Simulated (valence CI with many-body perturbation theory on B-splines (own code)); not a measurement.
**E1 line list for Ba XXVI**

Calculated by valence CI with perturbative core correlation (CI+MBPT): three valence electrons over a frozen Dirac-Fock core [Ar] 3d10, a basis of 11 s, 11 p, 10 d, 8 f, 5 g, 2 h functions for each j, with the one-electron correlation potential Σ1, the two-electron term Σ2, the three-electron term Σ3, Breit, model QED; selected CI, second order for the rest, scaled by the run's own slope (own B-spline code, finite nucleus).

No measured spectrum was set against this ion. As an estimate, levels hold to about 250 cm⁻¹ or 0.2 % of their energy and the worst to 1 %, as in measured heavy ions of charge 2 to 7; those with d or f electrons hold less well.

Lines 101 to 150 of 550 in falling wavelength, among levels below 380.54 eV, chosen from the strongest by gf and those to the six lowest levels. Wavelengths and rates use the calculated energies, so an error of 2000 cm⁻¹ moves a line at 152.8 Å by 0.31 % and its rate by three times that or more. Electric multipoles are in the length gauge, E1 and E2 with the static RPA response of the core. Weak lines are less certain than strong ones. Lines between different terms over intervals too small for the method are left out, as are lines whose strength nearly cancels. Where a level lies close to another of its J and parity, the split of strength between their lines is uncertain. The highest levels of a list are the least certain.

Levels are named by their leading jj configuration (3d3/2^4 stands for four electrons in 3d with j = 3/2), which in mixed levels can hold well under half, so a name can repeat and another be missing. Letters in brackets count levels of one name in rising energy.

| λ vac (Å) | Upper | Lower | A (s⁻¹) | S (a.u.) with core polarisation | S without |
| --- | --- | --- | --- | --- | --- |
| 152.8 | (4p1/2 4p3/2 4f5/2) J=9/2 | (4s 4p1/2 4f7/2) J=7/2 [c] | 4.90e+10 | 8.63e-01 | 9.29e-01 |
| 152.7 | (4p1/2 4p3/2 4f7/2) J=7/2 [a] | (4s 4p1/2 4f7/2) J=7/2 [a] | 1.28e+10 | 1.80e-01 | 1.95e-01 |
| 152.6 | (4p1/2 4p3/2 4f7/2) J=5/2 [a] | (4s 4p1/2 4f5/2) J=5/2 [b] | 1.87e+10 | 1.97e-01 | 2.13e-01 |
| 152.3 | (4p3/2 4d3/2^2) J=3/2 [b] | (4s 4d3/2^2) J=1/2 | 3.10e+10 | 2.17e-01 | 2.35e-01 |
| 152.2 | (4p3/2^2 4d5/2) J=5/2 [a] | (4s 4p3/2 4d5/2) J=7/2 [a] | 4.80e+10 | 5.01e-01 | 5.41e-01 |
| 151.8 | (4p1/2 4p3/2^2) J=5/2 | (4s 4p1/2 4p3/2) J=5/2 | 1.67e+10 | 1.73e-01 | 1.88e-01 |
| 151.7 | (4p1/2 4p3/2 4f7/2) J=9/2 [b] | (4s 4p1/2 4f7/2) J=7/2 [a] | 1.10e+10 | 1.89e-01 | 2.04e-01 |
| 150.9 | (4p1/2 4p3/2^2) J=1/2 | (4s 4p1/2 4p3/2) J=3/2 [b] | 7.70e+10 | 2.61e-01 | 2.82e-01 |
| 150.7 | (4p3/2 4d3/2^2) J=3/2 [a] | (4s 4d3/2^2) J=3/2 | 2.72e+10 | 1.84e-01 | 1.99e-01 |
| 150.6 | (4p1/2 4p3/2 4d5/2) J=3/2 [b] | (4s 4p1/2 4d5/2) J=5/2 [b] | 5.06e+10 | 3.41e-01 | 3.69e-01 |
| 150.5 | (4p1/2 4p3/2 4f5/2) J=3/2 [b] | (4s 4p1/2 4f5/2) J=3/2 | 2.45e+10 | 1.65e-01 | 1.79e-01 |
| 150.4 | (4p3/2^2 4d5/2) J=3/2 | (4s 4p3/2 4d3/2) J=5/2 [b] | 3.44e+10 | 2.31e-01 | 2.49e-01 |
| 150.3 | (4p1/2 4p3/2 4f7/2) J=7/2 [a] | (4s 4p1/2 4f5/2) J=5/2 [a] | 1.29e+10 | 1.73e-01 | 1.87e-01 |
| 150.2 | (4p3/2 4d3/2 4d5/2) J=7/2 [b] | (4s 4d3/2 4d5/2) J=7/2 [a] | 1.68e+10 | 2.24e-01 | 2.43e-01 |
| 150.0 | (4p3/2^2 4f5/2) J=5/2 | (4s 4p3/2 4f5/2) J=3/2 [a] | 1.48e+10 | 1.48e-01 | 1.60e-01 |
| 149.9 | (4p1/2 4p3/2 4f7/2) J=7/2 [a] | (4p3/2^2 4d3/2) J=7/2 | 1.38e+10 | 1.83e-01 | 1.98e-01 |
| 149.9 | (4p3/2^2 4d3/2) J=5/2 | (4s 4p3/2 4d3/2) J=5/2 [a] | 1.85e+10 | 1.84e-01 | 2.00e-01 |
| 149.8 | (4p3/2 4d3/2^2) J=1/2 | (4s 4d3/2^2) J=3/2 | 4.61e+10 | 1.53e-01 | 1.65e-01 |
| 149.7 | (4p3/2^2 4d5/2) J=7/2 | (4s 4p3/2 4d5/2) J=9/2 | 1.82e+10 | 2.41e-01 | 2.60e-01 |
| 149.6 | (4p1/2 4p3/2 4d3/2) J=5/2 [b] | (4s 4p1/2 4d3/2) J=3/2 [b] | 2.01e+10 | 1.99e-01 | 2.16e-01 |
| 149.6 | (4p3/2^2 4f7/2) J=9/2 | (4s 4p3/2 4f7/2) J=11/2 | 1.91e+10 | 3.16e-01 | 3.41e-01 |
| 149.4 | (4p3/2^2 4d5/2) J=5/2 [b] | (4s 4p3/2 4d5/2) J=7/2 [b] | 2.55e+10 | 2.52e-01 | 2.72e-01 |
| 149.4 | (4p3/2 4d3/2 4d5/2) J=5/2 [e] | (4s 4d3/2 4d5/2) J=7/2 [b] | 4.96e+10 | 4.90e-01 | 5.29e-01 |
| 149.3 | (4p1/2 4p3/2 4f5/2) J=5/2 [b] | (4s 4p1/2 4f5/2) J=5/2 [a] | 2.47e+10 | 2.43e-01 | 2.63e-01 |
| 148.9 | (4p1/2 4p3/2 4d3/2) J=3/2 [a] | (4s 4p1/2 4d3/2) J=3/2 [a] | 3.96e+10 | 2.58e-01 | 2.79e-01 |
| 148.9 | (4p1/2 4p3/2 4d3/2) J=3/2 [b] | (4s 4p1/2 4d3/2) J=3/2 [b] | 2.24e+10 | 1.46e-01 | 1.58e-01 |
| 148.8 | (4p3/2^2 4d5/2) J=9/2 | (4s 4p3/2 4d5/2) J=9/2 | 2.53e+10 | 4.11e-01 | 4.45e-01 |
| 148.8 | (4p3/2^2 4f5/2) J=5/2 | (4s 4p3/2 4f5/2) J=7/2 [a] | 1.88e+10 | 1.84e-01 | 1.99e-01 |
| 148.8 | (4p1/2 4p3/2 4d3/2) J=5/2 [b] | (4s 4p1/2 4d5/2) J=5/2 [a] | 1.71e+10 | 1.66e-01 | 1.79e-01 |
| 148.3 | (4s 4p3/2 4d3/2) J=1/2 [b] | (4s^2 4d3/2) J=3/2 | 8.58e+10 | 2.76e-01 | 2.99e-01 |
| 148.2 | (4p1/2 4p3/2 4d3/2) J=1/2 [a] | (4s 4p1/2 4d3/2) J=3/2 [a] | 6.08e+10 | 1.95e-01 | 2.11e-01 |
| 147.8 | (4p1/2^2 4p3/2) J=3/2 | (4s 4p1/2^2) J=1/2 | 2.87e+10 | 1.83e-01 | 1.98e-01 |
| 147.7 | (4p1/2 4p3/2 4d5/2) J=7/2 [b] | (4s 4p1/2 4d5/2) J=7/2 | 1.65e+10 | 2.10e-01 | 2.27e-01 |
| 147.7 | (4p1/2 4p3/2 4f5/2) J=3/2 [a] | (4s 4p1/2 4f5/2) J=5/2 [a] | 5.20e+10 | 3.30e-01 | 3.57e-01 |
| 147.2 | (4s 4p1/2 4d3/2) J=5/2 | (4s 4p1/2 4p3/2) J=3/2 [b] | 6.87e+08 | 6.49e-03 | 7.12e-03 |
| 146.4 | (4s 4p1/2 4p3/2) J=1/2 | (4s^2 4p1/2) J=1/2 | 1.29e+11 | 4.01e-01 | 4.33e-01 |
| 146.3 | (4s 4p3/2^2) J=1/2 | (4s^2 4p3/2) J=3/2 | 9.11e+10 | 2.82e-01 | 3.04e-01 |
| 146.2 | (4s 4p3/2 4f5/2) J=7/2 [b] | (4s^2 4f7/2) J=7/2 | 3.66e+10 | 4.52e-01 | 4.89e-01 |
| 145.9 | (4s 4p3/2 4d5/2) J=3/2 [b] | (4s^2 4d5/2) J=5/2 | 9.71e+10 | 5.95e-01 | 6.43e-01 |
| 145.9 | (4s 4p3/2 4f7/2) J=9/2 [c] | (4s^2 4f7/2) J=7/2 | 1.50e+11 | 2.29e+00 | 2.47e+00 |
| 145.7 | (4s 4p3/2 4f5/2) J=7/2 [b] | (4s^2 4f5/2) J=5/2 | 4.73e+10 | 5.78e-01 | 6.24e-01 |
| 145.7 | (4s 4p3/2 4f7/2) J=5/2 [b] | (4s^2 4f7/2) J=7/2 | 7.35e+10 | 6.73e-01 | 7.26e-01 |
| 145.7 | (4p3/2 4d5/2^2) J=9/2 [b] | (4s 4d5/2^2) J=9/2 | 1.93e+10 | 2.95e-01 | 3.19e-01 |
| 145.7 | (4s 4p3/2 4f5/2) J=3/2 [b] | (4s^2 4f5/2) J=5/2 | 1.15e+11 | 7.00e-01 | 7.55e-01 |
| 145.1 | (4s 4p3/2 4f5/2) J=5/2 [b] | (4s^2 4f7/2) J=7/2 | 3.95e+10 | 3.57e-01 | 3.86e-01 |
| 145.0 | (4s 4p3/2^2) J=3/2 | (4s^2 4p3/2) J=3/2 | 1.37e+11 | 8.23e-01 | 8.90e-01 |
| 144.7 | (4p1/2 4p3/2^2) J=3/2 | (4s 4p1/2 4p3/2) J=3/2 [a] | 4.74e+10 | 2.84e-01 | 3.07e-01 |
| 144.6 | (4s 4p3/2 4f5/2) J=5/2 [b] | (4s^2 4f5/2) J=5/2 | 6.01e+10 | 5.38e-01 | 5.81e-01 |
| 144.6 | (4p3/2^3) J=3/2 | (4s 4p3/2^2) J=5/2 | 4.06e+10 | 2.42e-01 | 2.62e-01 |
| 144.1 | (4s 4p3/2 4d5/2) J=5/2 [b] | (4s^2 4d5/2) J=5/2 | 8.66e+10 | 7.68e-01 | 8.30e-01 |
